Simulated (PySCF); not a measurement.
**Computed structure and properties of EuI2**

System: EuI2 (singlet in the valence; each metal's 4f electrons, 7 of them, lie in its core potential, out of spins and levels); start: template (C2v). Method: PySCF 2.14.0, RKS PBE0, Eu lcecp-0-SVP with ECP53, I def2-SVP with ECP28; non-relativistic Hamiltonian with scalar-relativistic core potentials where named; density fitting; no spin-orbit coupling.

Input of the relaxation:

```python
mol = gto.M(atom='''
Eu     0.00000     0.00000    -0.79769
I      2.85640    -0.00000     0.48061
I     -2.85640     0.00000     0.48061''',
    basis={'Eu': 'lcecp-0-SVP', 'I': 'def2-SVP'},
    ecp={'Eu': 'lcecp-0-SVP', 'I': 'def2-SVP'},
    charge=0, spin=0)
mf = dft.RKS(mol, xc='PBE0')
mf.grids.atom_grid = (50, 194)  # f atoms: unpruned, at least (60, 302)
mf = mf.density_fit()  # fitting sets: Eu AutoAux, I def2-universal-JKFIT
mf.conv_tol = 1e-08; mf.max_cycle = 55
mf.kernel(dm0)  # dm0: converged density of the start geometry
# quasi-Newton relaxation in Cartesian coordinates to a largest gradient under 0.00045 Eh/bohr, steps kept in the point group
```

Run from Python with OMP_NUM_THREADS=2; the lines above give its settings. Where DIIS fails, smearing, a level shift and second-order steps follow.
It took 54 s on 2 threads of Arm Neoverse V1, with other jobs on the host, from the converged density of the start.

Course of the relaxation:

```json
{"step": "0", "energy above end (eV)": "0.1401", "largest force component within the symmetry (eV/Å)": "0.688"}
{"step": "1", "energy above end (eV)": "0.0724", "largest force component within the symmetry (eV/Å)": "0.452"}
{"step": "2", "energy above end (eV)": "0.0280", "largest force component within the symmetry (eV/Å)": "0.089"}
{"step": "3", "energy above end (eV)": "0.0259", "largest force component within the symmetry (eV/Å)": "0.040"}
{"step": "4", "energy above end (eV)": "0.0218", "largest force component within the symmetry (eV/Å)": "0.077"}
{"step": "5", "energy above end (eV)": "0.0193", "largest force component within the symmetry (eV/Å)": "0.082"}
{"step": "6", "energy above end (eV)": "0.0116", "largest force component within the symmetry (eV/Å)": "0.121"}
{"step": "7", "energy above end (eV)": "0.0071", "largest force component within the symmetry (eV/Å)": "0.178"}
{"step": "8", "energy above end (eV)": "0.0020", "largest force component within the symmetry (eV/Å)": "0.035"}
{"step": "9", "energy above end (eV)": "0.0016", "largest force component within the symmetry (eV/Å)": "0.009"}
{"step": "10", "energy above end (eV)": "0.0014", "largest force component within the symmetry (eV/Å)": "0.021"}
{"step": "11", "energy above end (eV)": "0.0010", "largest force component within the symmetry (eV/Å)": "0.029"}
{"step": "12", "energy above end (eV)": "0.0004", "largest force component within the symmetry (eV/Å)": "0.070"}
{"step": "13", "energy above end (eV)": "0.0000", "largest force component within the symmetry (eV/Å)": "0.004"}
```

Relaxed geometry (C2v, nearly D∞h):

```xyz
3

Eu    0.0000    0.0000   -0.0014
I     3.0135    0.0000    0.0825
I    -3.0135    0.0000    0.0825
```

```
   contact      Å
Eu1–I2 (I)  3.015
Eu1–I3 (I)  3.015
```

On the finer grid (75, 302):

```yaml
HOMO: not given (4f levels lie in the core)
LUMO: not given (4f levels lie in the core)
Dipole_about_the_centre_of_mass: 0.47 D
Set_of_Mulliken_populations_of_Eu1_outside_the_core_potential: s 2.27, p 6.20, d 0.69, f 0.01
D3_BJ_dispersion_energy_not_in_the_energies: -0.078 eV
```

```tsv
atom	Mulliken (e)	Löwdin (e)	spin (e)
Eu1	0.82	0.29	0.00
I2	-0.41	-0.14	0.00
I3	-0.41	-0.14	0.00
```

The 4f levels lie in the core potential and are missing. Their spin isn't counted.

On the grid (50, 194), as all that follows. Harmonic modes: a minimum within the noise of the softest modes; lowest 10 cm⁻¹ (negative: unstable), highest 179 cm⁻¹, zero-point energy 0.019 eV.

Taking off one I (charge -1, singlet; the rest: singlet) in vacuum, both parts rigid, costs 6.55 eV; the small basis without counterpoise inflates it. Most of it is the attraction of opposite charges; other ways to part are cheaper, and one spin state was tried for the rest.

Rigid scan of I along the line from its metal:

(distance to I2 (Å), energy (eV)): (2.71, 0.385), (2.81, 0.152), (2.91, 0.034), (3.01, 0.000), (3.11, 0.028), (3.21, 0.099), (3.41, 0.323), (3.71, 0.753), (4.11, 1.344), (4.61, 1.994)

One start shape was tried, so this needn't be the lowest isomer.

An lcecp potential fixes the number of 4f electrons, so in runs with it no electron can move into or out of that shell.
